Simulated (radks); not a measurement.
Question: Isoelectronic series with 4 electrons, all held in the configuration [He] 2s2, which need not be the ground one along the series. All-electron calculation, non-relativistic Kohn-Sham, PBE, spin-polarised, spherical densities, point nucleus. Program: a radial shooting solver on a logarithmic mesh with Libxc functionals. Total energies (hartree) and screening constants sigma, defined by e = -(Z - sigma)^2 / (2 n^2) hartree:

ion   E (hartree)     2s     1s
Be      -14.62995  2.716  1.206
B+      -24.29343  2.605  1.228
C2+     -36.46109  2.555  1.239
N3+     -51.13047  2.526  1.245
O4+     -68.30072  2.507  1.249
Ne6+   -110.14248  2.483  1.255

Estimate the row of F5+.

Answer: E (hartree) -87.97145; 2s 2.493; 1s 1.252.
